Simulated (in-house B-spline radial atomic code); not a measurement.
The outermost shell (largest non-relativistic mean radius) with and without relativity; Dirac values are averaged over j. Computed with a B-spline radial code for spherical atoms: non-relativistic Hartree-Fock and Dirac-Hartree-Fock, averages of the configuration (point nuclei without relativity, finite nuclei with it).

```csv
ion,configuration,outermost shell,radius non-relativistic (bohr),radius Dirac (bohr),radius change (%),level non-relativistic (eV),level Dirac (eV),spin-orbit splitting (eV)
Rh2+,[Kr] 4d7,4d,1.4199,1.4325,0.8817,-32.686,-32.188,0.46307
Pd2+,[Kr] 4d8,4d,1.3496,1.361,0.84339,-34.684,-34.151,0.56297
Ag2+,[Kr] 4d9,4d,1.287,1.2974,0.81033,-36.680,-36.11,0.6753
Cd2+,[Kr] 4d10,4d,1.2309,1.2405,0.78125,-38.677,-38.068,0.80101
In2+,[Kr] 4d10 5s1,5s,2.5123,2.4198,-3.6847,-25.657,-26.755,-
Sn2+,[Kr] 4d10 5s2,5s,2.3674,2.2828,-3.572,-27.651,-28.791,-
Sb2+,[Kr] 4d10 5s2 5p1,?,?,?,?,?,?,?
Te2+,[Kr] 4d10 5s2 5p2,?,?,?,?,?,?,?
I2+,[Kr] 4d10 5s2 5p3,5p,2.2511,2.2259,-1.1199,-28.759,-28.928,1.3082
Xe2+,[Kr] 4d10 5s2 5p4,?,?,?,?,?,?,?
Cs2+,[Kr] 4d10 5s2 5p5,5p,2.021,1.9971,-1.1785,-33.530,-33.753,1.9342
Ba2+,[Kr] 4d10 5s2 5p6,5p,1.9262,1.9028,-1.2135,-35.971,-36.227,2.303
La2+,[Xe] 5d1,5d,2.5602,2.6225,2.4346,-18.930,-18.317,0.16692
Ce2+,[Xe] 4f2,5p,1.8384,1.8054,-1.7908,-37.918,-38.577,2.7761
Pr2+,[Xe] 4f3,5p,1.8013,1.7654,-1.9945,-38.755,-39.552,3.0166
```

Question: Fill in the row of Sb2+.

Answer: outermost shell: 5p; radius non-relativistic (bohr): 2.559; radius Dirac (bohr): 2.5312; radius change (%): -1.0872; level non-relativistic (eV): -24.102; level Dirac (eV): -24.23; spin-orbit splitting (eV): 0.81526.

Question: Fill in the row of Te2+.

Answer: outermost shell: 5p; radius non-relativistic (bohr): 2.3927; radius Dirac (bohr): 2.3664; radius change (%): -1.0992; level non-relativistic (eV): -26.419; level Dirac (eV): -26.567; spin-orbit splitting (eV): 1.0462.

Question: Fill in the row of Xe2+.

Answer: outermost shell: 5p; radius non-relativistic (bohr): 2.1285; radius Dirac (bohr): 2.1041; radius change (%): -1.1469; level non-relativistic (eV): -31.127; level Dirac (eV): -31.321; spin-orbit splitting (eV): 1.6035.

Question: Which member changes most?

Answer: Indium (In2+): its 5s shell contracts by 3.7 %.
